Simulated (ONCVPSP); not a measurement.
Si: one change to an ONCV potential, before and after

| Property | Result |
| --- | --- |
| Element | silicon (Si) |
| Generator | ONCVPSP 4.0.1 |
| Type | optimised norm-conserving Vanderbilt (ONCV) |
| Functional | PBE |
| Relativity | scalar-relativistic |
| Frozen core | [Ne] |
| Valence charge | 4 |
| Reference configuration | 3s2 3p2 |
| Partial waves | 3s: rc 1.45 bohr, ncon 5, nbas 10, qcut 3.9 1/bohr, 3 projectors, debl 2.8 Ha; 3p: rc 1.55 bohr, ncon 4, nbas 8, qcut 4.9 1/bohr, 2 projectors, debl 2.6 Ha; d scattering state at 0.16 Ha: rc 1.50 bohr, ncon 3, nbas 7, qcut 7 1/bohr, 2 projectors, debl 2.2 Ha |
| Local potential | polynomial inside 1.35 bohr (lpopt 1, dvloc0 0 Ha) |
| Core correction | none |

Change: p: rc 2.02.

Cutoffs: the cutoffs (Ha) at which the residual kinetic energy of the hardest occupied pseudo-wave falls to 1 and 0.1 mHa per electron; they do not see the model core or the augmentation charge, which bear on the density cutoff. Errors are all-electron minus pseudo energies relative to the spin-unpolarised reference configuration.

Task: What does the change do?

Result: The potential gets neither clearly harder nor softer (14 Ha and 125 Ha → 14 Ha and 125 Ha); both files keep a bound ghost (s); of the 4 tests that both files solve, the error grows in 0 and shrinks in 1 by more than 15 % and 0.3 meV (median size 3.6 → 2.6 meV).

| quantity | base | changed |
| --- | --- | --- |
| cutoff, loose | 14 Ha | 14 Ha |
| cutoff, tight | 125 Ha | 125 Ha |
| bound ghosts | s | s |
| GHOST(+) flags under 300 eV | none | none |
| error for 3s2 3p1, meV [ΔE 7.74 eV] | -1.6 | -1.5 |
| error for 3s2 3p0, meV [ΔE 23.73 eV] | -5.6 | -3.7 |
| error for 3s1 3p0, meV [ΔE 57.70 eV] | +60 | +64 |
| error for 3s2 3p1.5, meV [ΔE 2.92 eV] | -0.4 | -0.4 |
| s: phases at 1.47 bohr within 0.05 rad from the reference energy up to (Ha; the scan ends near 5) | to the end of the scan | to the end of the scan |
| d: phases at 1.52 bohr within 0.05 rad from the reference energy up to (Ha; the scan ends near 5) | to the end of the scan | to the end of the scan |

Base: The cutoffs count occupied waves only; projector 2 of the s channel, the hardest unoccupied one, needs 162 Ha at the loose tolerance. Changed file: The cutoffs count occupied waves only; projector 2 of the s channel, the hardest unoccupied one, needs 162 Ha at the loose tolerance. A true bound ghost makes a file unfit for plane-wave use even where its test errors are small: the radial tests pick states by their node count and pass the ghost by.
